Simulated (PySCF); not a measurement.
Compound: C₄H₈BF.
Geometry (PBE0-D3(BJ)/def2-SVP, Å), atoms numbered from 1 in this order:
```
atom  x, y, z in Å
C1     1.492   -1.293   -0.746
C2     0.636   -0.316   -0.400
C3     1.031    1.133   -0.431
B4    -0.807   -0.722    0.061
C5    -1.888    0.302    0.546
F6    -1.120   -2.023    0.042
H7     1.187   -2.343   -0.716
H8     2.520   -1.084   -1.069
H9     0.930    1.597    0.564
H10    0.377    1.711   -1.106
H11    2.069    1.274   -0.766
H12   -2.849   -0.168    0.798
H13   -2.061    1.074   -0.223
H14   -1.520    0.848    1.432
```

Computed, not measured: PBE0-D3(BJ)/def2-SVP geometry optimisation, gas phase in PySCF.

Masses are those of the commonest isotopes; rigid-rotor values at the optimised geometry. The values belong to one conformer with, in the numbering `[CH2:1]=[C:2]([CH3:3])[B:4]([CH3:5])[F:6]`, C1–C2–B4–C5 178°.

(1) Give the principal moments of inertia and the rotational constants in MHz.

(2) What kind of rotor is it?

(3) Is it planar, by Δ = Ic − Ia − Ib?

(4) Give the other two planar moments, Paa and Pbb, and the rms extents of the mass along the axes.

(5) Where do the levels up to J = 5 lie, in MHz?

(6) Predict some low-J microwave lines.

Results:

(1) Ia = 110.62, Ib = 168.54, Ic = 272.85 u·Å²; 505379 MHz·u·Å²/I gives A = 4569, B = 2999, C = 1852 MHz.

(2) An asymmetric top. Ray's parameter κ = (2B − A − C)/(A − C) = -0.156; −1 is the prolate and +1 the oblate limit.

(3) Not planar: Δ = Ic − Ia − Ib = -6.31 u·Å². For a rigid frame Δ = −2 Σ m c², so Σ m c² = 3.15 u·Å² lies off the ab plane: 3.13 from hydrogen and 0.03 from heavier atoms. The atom farthest from that plane is 0.93 Å away.

(4) Paa = Σ m a² = (Ib + Ic − Ia)/2 = 165.39 and Pbb = Σ m b² = (Ia + Ic − Ib)/2 = 107.47 u·Å². With the mass M = 86.07 u, the rms extents √(P/M) along a, b and c are 1.39, 1.12, 0.19 Å.

(5) Above 0(0,0):
J = 1: 1(0,1) 4851, 1(1,1) 6421, 1(1,0) 7567
J = 2: 2(0,2) 14115, 2(1,2) 14976, 2(1,1) 18415, 2(2,1) 23125, 2(2,0) 23563
J = 3: 3(0,3) 27220, 3(1,3) 27572, 3(1,2) 34336, 3(2,2) 37677, 3(2,1) 39562, 3(3,1) 48630, 3(3,0) 48744
J = 4: 4(0,4) 43929, 4(1,4) 44047, 4(1,3) 54791, 4(2,3) 56727, 4(2,2) 61282, 4(3,2) 68668, 4(3,1) 69388, 4(4,1) 83152, 4(4,0) 83176
J = 5: 5(0,5) 64265, 5(1,5) 64300, 5(1,4) 79126, 5(2,4) 80021, 5(2,3) 88313, 5(3,3) 93619, 5(3,2) 95985, 5(4,2) 108365, 5(4,1) 108570, 5(5,1) 126779, 5(5,0) 126783

(6) The dipole components are |μa| = 0.92 D, |μb| = 1.11 D, |μc| = 0.03 D. Intensities carry the squares of the components, which stand as 0.69 : 1.00 : 0.00 (a : b : c). Some of the stronger lines:

```
type  branch         J(Ka,Kc)    MHz  lower level (cm⁻¹)
   a       Q  3(2,1) ← 3(2,2)   1885               1.257
   a       Q  5(3,2) ← 5(3,3)   2366               3.123
   b       Q  2(1,1) ← 2(0,2)   4300               0.471
   a       Q  5(2,3) ← 5(2,4)   8292               2.669
   b       Q  5(2,3) ← 5(1,4)   9188               2.639
   b       Q  4(1,3) ← 4(0,4)  10862               1.465
   b       Q  3(3,1) ← 3(2,2)  10953               1.257
   a       R  3(1,3) ← 2(1,2)  12596               0.500
   a       R  3(0,3) ← 2(0,2)  13105               0.471
   b       R  3(1,3) ← 2(0,2)  13457               0.471
   b       Q  5(1,4) ← 5(0,5)  14861               2.144
   b       Q  5(5,0) ← 5(4,1)  18213               3.622
   a       R  5(1,5) ← 4(1,4)  20253               1.469
   a       R  4(3,1) ← 3(3,0)  20644               1.626
   b       R  3(2,1) ← 2(1,2)  24586               0.500
   a       R  5(4,2) ← 4(4,1)  25214               2.774
   b       R  4(3,2) ← 3(2,1)  29106               1.320
```

Stationary, but not proved a minimum. These are rigid-rotor constants of the computed structure; measured ground-state constants (B0) also hold zero-point vibration. A rigid rotor knows nothing of internal rotation, which can split or shift real lines. Quadrupole hyperfine structure (11B) is left out.
